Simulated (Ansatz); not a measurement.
```yaml
crystal:
  periodic: [false, false, false]
  atoms:
    - {symbol: F, position_ang: [0.521913, -0.348669, -2.502514]}
    - {symbol: Zr, position_ang: [0.438894, -0.555343, -0.300135]}
    - {symbol: Cl, position_ang: [1.434023, -2.592376, -0.004367]}
    - {symbol: C, position_ang: [-1.923214, -0.658924, -1.381330]}
    - {symbol: C, position_ang: [-1.908695, 0.415226, -0.798974]}
    - {symbol: C, position_ang: [-1.881074, -0.047673, 0.589437]}
    - {symbol: C, position_ang: [-1.646890, -1.189422, 0.687532]}
    - {symbol: C, position_ang: [-1.842758, -1.542816, -0.830954]}
    - {symbol: C, position_ang: [0.551455, 1.714831, 0.521740]}
    - {symbol: C, position_ang: [1.606386, 1.673809, -0.420528]}
    - {symbol: C, position_ang: [2.714163, 0.831505, -0.133530]}
    - {symbol: C, position_ang: [2.500052, 0.374541, 1.000358]}
    - {symbol: C, position_ang: [1.057513, 1.019369, 1.724104]}
    - {symbol: H, position_ang: [-2.115210, -0.592979, -2.439464]}
    - {symbol: H, position_ang: [-2.108377, 1.556236, -1.025817]}
    - {symbol: h, position_ang: [-2.114421, 0.621173, 1.859367]}
    - {symbol: H, position_ang: [-1.590755, -2.080592, 1.454099]}
    - {symbol: H, position_ang: [-1.695146, -2.809139, -1.051827]}
    - {symbol: H, position_ang: [-0.032435, 2.546456, 0.833142]}
    - {symbol: H, position_ang: [1.701351, 2.419059, -1.481508]}
    - {symbol: H, position_ang: [3.237781, 0.416926, -1.070085]}
    - {symbol: H, position_ang: [2.529958, -0.561046, 1.683937]}
    - {symbol: H, position_ang: [0.694299, 0.533823, 2.373909]}
basis:
  gaussian: {orbitals: def2-TZVP}
hamiltonian: {xc: {name: wB97X}}
output: {forces: true}
```

```sh
$ ansatz run in.yaml --threads 11 --pin off --events-out ev --progress --plain --max-ram 174080MiB --backend cpu
```

**Question.** How does Ansatz answer? (Best estimate.)

**Answer.** Ansatz gave: The program refused the input.
```
Error: YAML parse error: error: line 19 column 16: `h` is not an element symbol (H … Og, case-exact)
17 |     - {symbol: H, position_ang: [-2.115210, -0.592979, -2.439464]}
18 |     - {symbol: H, position_ang: [-2.108377, 1.556236, -1.025817]}
19 |     - {symbol: h, position_ang: [-2.114421, 0.621173, 1.859367]}
20 |     - {symbol: H, position_ang: [-1.590755, -2.080592, 1.454099]}
21 |     - {symbol: H, position_ang: [-1.695146, -2.809139, -1.051827]}
```
